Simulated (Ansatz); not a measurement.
Basis-set series for `F[B]1O[SiH2][Zn]1`. Charge 0, multiplicity 1. The geometry is a stationary point of PBE0-D4/def2-TZVP.

```xyz
7

F    -0.924    1.270   -2.246
B    -0.219    0.561   -1.392
O    -0.600    0.413   -0.102
Si    0.300   -0.509    1.050
Zn    1.502   -0.641   -1.046
H    -0.655   -1.528    1.571
H     0.595    0.434    2.165
```

```json
{"functional": "PBE0-D4", "basis": "def2-TZVPP", "functions": "227", "energy (Eh)": "-2269.60561", "HOMO (eV)": "-6.15", "LUMO (eV)": "-2.34"}
{"functional": "PBE0-D4", "basis": "def2-QZVPP", "functions": "401", "energy (Eh)": "-2269.66873", "HOMO (eV)": "-6.16", "LUMO (eV)": "-2.36"}
{"functional": "ωB97M-V", "basis": "def2-TZVPP", "functions": "227", "energy (Eh)": "-2270.01179", "HOMO (eV)": "-8.10", "LUMO (eV)": "-0.72"}
{"functional": "ωB97M-V", "basis": "def2-QZVPP", "functions": "401", "energy (Eh)": "-2270.07239", "HOMO (eV)": "-8.12", "LUMO (eV)": "-0.80"}
```

Question: Give the rows for def2-SVP. (An estimate is asked.)

Answer: Computed: 
```tsv
functional	basis	functions	energy (Eh)	HOMO (eV)	LUMO (eV)
PBE0-D4	def2-SVP	101	-2269.00508	-5.99	-2.10
ωB97M-V	def2-SVP	101	-2269.40753	-7.90	-0.39
```

Scalar relativity is left out up to krypton.
